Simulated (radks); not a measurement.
Values are calculated unless marked as measured or tabulated.
Problem. Ionisation of neutral cobalt, [Ar] 3d7 4s2, to [Ar] 3d8 as the strength of local exchange is varied. Level of theory: non-relativistic Kohn-Sham, Slater X-alpha exchange (alpha = 2/3 is LDA exchange), no correlation, spin-unpolarised, spherical densities, point nucleus (a radial shooting solver on a logarithmic mesh with Libxc functionals).

alpha  E(Co) (hartree)  exchange (hartree)  IE (eV)  -e of the level emptied (eV)  <r> of it (bohr)
0.554      -1368.66202           -44.64492    5.895                    3.947 (4s)             3.064
0.667      -1377.79970           -54.12166    5.542                    4.594 (4s)             2.972
0.828      -1390.92697           -67.83717    4.852                    5.585 (4s)             2.851
0.884      -1395.52263           -72.66615    4.558                    5.948 (4s)             2.811
0.97       -1402.60992           -80.14041    4.055                    6.523 (4s)             2.753
x          -1384.71446           -61.33166    5.206                    5.108 (4s)             2.907

Which alpha was used in the last row?

Solution. alpha = 0.752. NIST Atomic Spectra Database: 7.881 eV (measured). The central value is not met in this range of alpha. Spin polarisation and multiplet splitting are left out, so open shells lie too high by an amount that depends on their filling.

Beside tabulated values, note that spin-unpolarised runs miss the spin-polarisation part of the exchange energy of open shells.
